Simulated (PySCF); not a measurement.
An equivalent PySCF input for Ag (silver, neutral), [Kr] 4d10 5s1, 2S determinant, with scalar relativity by spin-free X2C-1e:

```python
from pyscf import gto, scf, dft, mp, cc
import basis_set_exchange as bse
mol = gto.M(atom="Ag 0 0 0", charge=0, spin=1, symmetry="D2h",
            basis=gto.basis.parse(bse.get_basis("x2c-TZVPall", elements=["Ag"], fmt="nwchem", header=False)),
            nucmod="G")
mf = dft.UKS(mol, xc="PBE").sfx2c1e()
mf.irrep_nelec = {'Ag': (9, 8), 'B1g': (2, 2), 'B2g': (2, 2), 'B3g': (2, 2), 'B1u': (3, 3), 'B2u': (3, 3), 'B3u': (3, 3)}
mf.kernel()
```

It reaches the same state as the run whose output follows, with an energy that differs only through the grid. The run itself started from symmetry-adapted Hartree-Fock orbitals and held the occupation by maximum overlap, on a logarithmic radial grid, so the iterations belong to that start.

```
SCF conv_tol = 1e-09
number electrons alpha = 24  beta = 23
XC functionals = PBE
    J. P. Perdew, K. Burke, and M. Ernzerhof.,  Phys. Rev. Lett. 77, 3865 (1996)
    J. P. Perdew, K. Burke, and M. Ernzerhof.,  Phys. Rev. Lett. 78, 1396 (1997)
    J. P. Perdew, K. Burke, and M. Ernzerhof.,  Phys. Rev. Lett. 77, 3865 (1996)
    J. P. Perdew, K. Burke, and M. Ernzerhof.,  Phys. Rev. Lett. 78, 1396 (1997)
cycle= 1 E= -5314.9794863202  delta_E= -0.019  |g|= 0.142  |ddm|= 0.415
cycle= 2 E= -5314.96917289561  delta_E= 0.0103  |g|= 0.269  |ddm|= 0.232
cycle= 3 E= -5314.98355531291  delta_E= -0.0144  |g|= 0.00258  |ddm|= 0.135
cycle= 4 E= -5314.98355651243  delta_E= -1.2e-06  |g|= 0.00245  |ddm|= 0.00791
cycle= 5 E= -5314.98355823039  delta_E= -1.72e-06  |g|= 8.86e-05  |ddm|= 0.00193
cycle= 6 E= -5314.98355823246  delta_E= -2.08e-09  |g|= 6.01e-06  |ddm|= 0.000103
cycle= 7 E= -5314.98355823248  delta_E= -1.36e-11  |g|= 1.69e-07  |ddm|= 4.38e-06
converged SCF energy = -5314.98355823248  <S^2> = 0.75130963  2S+1 = 2.0013092
```
